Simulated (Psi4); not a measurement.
AlF2 (SMILES [F][Al][F]), doublet, at a GFN2-xTB geometry (such geometries of metal compounds can be far from the true shape); M06-2X/6-31G in Psi4 1.11.

The Psi4 input:
```
memory 2 GB

molecule mol {
0 2
  Al   -0.004514    0.349223    0.001953
  F     1.554844   -0.232160   -0.001251
  F    -1.548323   -0.272273   -0.001571
}

set basis 6-31g
set reference uks

energy('m06-2x')
print_variables()
```

Q: What does Psi4 print? Leave out banner, timings and long lists.

A: 
```
   => Loading Basis Set <=

    Name: 6-31G
    Role: ORBITAL
    Keyword: BASIS

         ---------------------------------------------------------
                                   SCF
               by Justin Turney, Rob Parrish, Andy Simmonett
                          and Daniel G. A. Smith
                              UKS Reference
         ---------------------------------------------------------

  ==> Geometry <==

    Molecular point group: cs
    Full point group: Cs

    Geometry (in Angstrom), charge = 0, multiplicity = 2:

       Center              X                  Y                   Z               Mass
    ------------   -----------------  -----------------  -----------------  -----------------
         AL           0.351703905570     0.004546224924     0.000000000000    26.981538530000
         F           -0.229687920995    -1.554811775816     0.000000000000    18.998403162730
         F           -0.269802083403     1.548355225657     0.000000000000    18.998403162730

  Running in cs symmetry.

  Rotational constants: A =      2.95312  B =      0.18426  C =      0.17344 [cm^-1]
  Rotational constants: A =  88532.35113  B =   5523.91812  C =   5199.49880 [MHz]
  Nuclear repulsion =   88.217510174728446

  Charge       = 0
  Multiplicity = 2
  Electrons    = 31
  Nalpha       = 16
  Nbeta        = 15

  ==> Algorithm <==

  SCF Algorithm Type is DF.
  DIIS enabled.
  MOM disabled.
  Fractional occupation disabled.
  Guess Type is SAD.
  Energy threshold   = 1.00e-06
  Density threshold  = 1.00e-06
  Integral threshold = 1.00e-12

  ==> Primary Basis <==

  Basis Set: 6-31G
    Blend: 6-31G
    Number of shells: 17
    Number of basis functions: 31
    Number of Cartesian functions: 31
    Spherical Harmonics?: false
    Max angular momentum: 1

  ==> DFT Potential <==

   => LibXC <=

    Version 7.1.2
    S. Lehtola, C. Steigemann, M. J. T. Oliveira, and M. A. L. Marques,  SoftwareX 7, 1–5 (2018) (10.1016/j.softx.2017.11.002)

   => Composite Functional: M06-2X <=

    Hybrid M06-2X Meta-GGA XC Functional  (10.1007/s00214-007-0310-x)
    Y. Zhao and D. G. Truhlar,  Theor. Chem. Acc., 120, 215, 2008

    Deriv               =              1
    GGA                 =           TRUE
    Meta                =           TRUE

    Exchange Hybrid     =           TRUE
    MP2 Hybrid          =          FALSE

   => Exchange Functionals <=

    1.0000   XC_HYB_MGGA_X_M06_2X

   => Exact (HF) Exchange <=

    0.5400               HF

   => Correlation Functionals <=

    1.0000   XC_MGGA_C_M06_2X

   => LibXC Density Thresholds  <==

    XC_MGGA_C_M06_2X:  1.00E-12
    XC_HYB_MGGA_X_M06_2X:  1.00E-15

   => Molecular Quadrature <=

    Radial Scheme          =       TREUTLER
    Pruning Scheme         =           NONE
    Nuclear Scheme         =       TREUTLER

    Blocking Scheme        =         OCTREE
    BS radius alpha        =              1
    Pruning alpha          =              1
    Radial Points          =             75
    Spherical Points       =            302
    Total Points           =          65724
    Total Blocks           =            568
    Max Points             =            255
    Max Functions          =             30
    Weights Tolerance      =       1.00E-15

   => Loading Basis Set <=

    Name: (6-31G AUX)
    Role: JKFIT
    Keyword: DF_BASIS_SCF

  ==> Integral Setup <==

  SCF_SUBTYPE=INCORE selected. In-core MEM_DF algorithm will be used.
  Using in-core AOs.

  ==> MemDFJK: Density-Fitted J/K Matrices <==

    J tasked:                   Yes
    K tasked:                   Yes
    wK tasked:                   No
    Algorithm:                 Core
    Schwarz Cutoff:           1E-12
    Mask sparsity (%):       2.2893
    Fitting Condition:        1E-10

   => Auxiliary Basis Set <=

  Basis Set: (6-31G AUX)
    Blend: CC-PVDZ-JKFIT
    Number of shells: 84
    Number of basis functions: 292
    Number of Cartesian functions: 292
    Spherical Harmonics?: false
    Max angular momentum: 3

  Minimum eigenvalue in the overlap matrix is 7.9771013189E-02.
  Reciprocal condition number of the overlap matrix is 2.8556870993E-02.
    Using symmetric orthogonalization.

  ==> Pre-Iterations <==

  SCF Guess: Superposition of Atomic Densities via on-the-fly atomic UHF (no occupation information).

   -------------------------
    Irrep   Nso     Nmo
   -------------------------
     A'        24      24
     A"         7       7
   -------------------------
    Total      31      31
   -------------------------

  ==> Iterations <==

                           Total Energy        Delta E     RMS |[F,P]|

   @DF-UKS iter SAD:  -441.22952541135919   -4.41230e+02   0.00000e+00
   @DF-UKS iter   1:  -441.90125249535924   -6.71727e-01   2.34146e-02 DIIS/ADIIS
   @DF-UKS iter   2:  -441.75272692810216    1.48526e-01   3.50449e-02 DIIS/ADIIS
   @DF-UKS iter   3:  -442.02773778029962   -2.75011e-01   1.95305e-03 DIIS/ADIIS
   @DF-UKS iter   4:  -442.03005645536291   -2.31868e-03   2.61789e-04 DIIS/ADIIS
   @DF-UKS iter   5:  -442.03013821837823   -8.17630e-05   8.58165e-05 DIIS
   @DF-UKS iter   6:  -442.03014849264741   -1.02743e-05   2.58979e-05 DIIS
   @DF-UKS iter   7:  -442.03014898022553   -4.87578e-07   4.59121e-06 DIIS
   @DF-UKS iter   8:  -442.03014900551881   -2.52933e-08   1.35704e-06 DIIS
   @DF-UKS iter   9:  -442.03014900691863   -1.39983e-09   2.74938e-07 DIIS
  Energy and wave function converged.

  ==> Post-Iterations <==

   Electrons on quadrature grid:
      Nalpha   =   15.9999773733 ; deviation = -2.263e-05
      Nbeta    =   14.9999782169 ; deviation = -2.178e-05
      Ntotal   =   30.9999555902 ; deviation = -4.441e-05

   @Spin Contamination Metric:   2.033220960E-03
   @S^2 Expected:                7.500000000E-01
   @S^2 Observed:                7.520332210E-01
   @S   Expected:                5.000000000E-01
   @S   Observed:                5.000000000E-01

    Orbital Energies [Eh]
    ---------------------

    Alpha Occupied:

       1Ap   -56.943528     2Ap   -25.224526     3Ap   -25.224511
       4Ap    -4.474996     5Ap    -2.973054     1App   -2.972475
       6Ap    -2.972145     7Ap    -1.299917     8Ap    -1.293461
       9Ap    -0.571211    10Ap    -0.534757    11Ap    -0.507243
       2App   -0.505410    12Ap    -0.487187     3App   -0.485313
      13Ap    -0.281609

    Alpha Virtual:

       4App   -0.028401    14Ap     0.026277    15Ap     0.094984
      16Ap     0.169341     5App    0.198639    17Ap     0.233522
      18Ap     0.357473     6App    1.244800    19Ap     1.259404
      20Ap     1.322533     7App    1.359734    21Ap     1.432888
      22Ap     1.463618    23Ap     1.736561    24Ap     1.842856

    Beta Occupied:

       1Ap   -56.939777     2Ap   -25.221469     3Ap   -25.221451
       4Ap    -4.469268     1App   -2.970913     5Ap    -2.970798
       6Ap    -2.967746     7Ap    -1.290714     8Ap    -1.284192
       9Ap    -0.552186    10Ap    -0.514333     2App   -0.501829
      11Ap    -0.497804     3App   -0.483972    12Ap    -0.483351

    Beta Virtual:

      13Ap    -0.122086     4App   -0.038227    14Ap     0.003266
      15Ap     0.056677    16Ap     0.120765     5App    0.175284
      17Ap     0.229606    18Ap     0.388016     6App    1.245792
      19Ap     1.261279    20Ap     1.325691     7App    1.358733
      21Ap     1.437528    22Ap     1.467701    23Ap     1.739449
      24Ap     1.843616

    Final Occupation by Irrep:
             Ap   App
    DOCC [    12,    3 ]
    SOCC [     1,    0 ]
    NA   [    13,    3 ]
    NB   [    12,    3 ]

  @DF-UKS Final Energy:  -442.03014900691863

   => Energetics <=

    Nuclear Repulsion Energy =             88.2175101747284458
    One-Electron Energy =                -791.8161454258765843
    Two-Electron Energy =                 280.4615206225872726
    DFT Exchange-Correlation Energy =     -18.8930343783577435
    Empirical Dispersion Energy =           0.0000000000000000
    VV10 Nonlocal Energy =                  0.0000000000000000
    Total Energy =                       -442.0301490069186343

  UHF NO Occupations:
  HONO-2 :    3App 1.9997216
  HONO-1 :   12 Ap 1.9995460
  HONO-0 :   13 Ap 1.0000000
  LUNO+0 :   14 Ap 0.0004540
  LUNO+1 :    4App 0.0002784
  LUNO+2 :   15 Ap 0.0002043
  LUNO+3 :   16 Ap 0.0000478

Computation Completed

Properties will be evaluated at   0.000000,   0.000000,   0.000000 [a0]

Properties computed using the SCF density matrix

 Multipole Moments:

 ------------------------------------------------------------------------------------
     Multipole            Electronic (a.u.)      Nuclear  (a.u.)        Total (a.u.)
 ------------------------------------------------------------------------------------

 L = 1.  Multiply by 2.5417464519 to convert [e a0] to [Debye]
 Dipole X            :          0.3515013            0.1450190            0.4965202
 Dipole Y            :          0.0045480            0.0018746            0.0064225
 Dipole Z            :          0.0000000            0.0000000            0.0000000
 Magnitude           :                                                    0.4965618

 ------------------------------------------------------------------------------------

  Variable Map:
  ----------------------------------------------------------------------------
  "CURRENT ENERGY"              =>    -442.030149006919
  "CURRENT REFERENCE ENERGY"    =>    -442.030149006919
  "DD SOLVATION ENERGY"         =>       0.000000000000
  "DFT FUNCTIONAL TOTAL ENERGY" =>    -442.030149006919
  "DFT TOTAL ENERGY"            =>    -442.030149006919
  "DFT VV10 ENERGY"             =>       0.000000000000
  "DFT XC ENERGY"               =>     -18.893034378358
  "GRID ELECTRONS ALPHA"        =>      15.999977373274
  "GRID ELECTRONS BETA"         =>      14.999978216889
  "GRID ELECTRONS TOTAL"        =>      30.999955590163
  "NUCLEAR REPULSION ENERGY"    =>      88.217510174728
  "ONE-ELECTRON ENERGY"         =>    -791.816145425877
  "PCM POLARIZATION ENERGY"     =>       0.000000000000
  "PE ENERGY"                   =>       0.000000000000
  "SCF ITERATION ENERGY"        =>    -442.030149006919
  "SCF ITERATIONS"              =>       9.000000000000
  "SCF TOTAL ENERGY"            =>    -442.030149006919
  "TWO-ELECTRON ENERGY"         =>     280.461520622587
  "XC GRID RADIAL POINTS"       =>      75.000000000000
  "XC GRID SPHERICAL POINTS"    =>     302.000000000000
  "XC GRID TOTAL POINTS"        =>   65724.000000000000

  Array Variable Map:
  ----------------------------------------------------------------------------
  "CURRENT DIPOLE"              =>       0.496520237028 ... 0.000000000000 1 by 3
  "SCF DIPOLE"                  =>       0.496520237028 ... 0.000000000000 1 by 3
  "SCF TOTAL ENERGIES"          =>    -441.229525411359 ... -442.030149006919 1 by 10
```
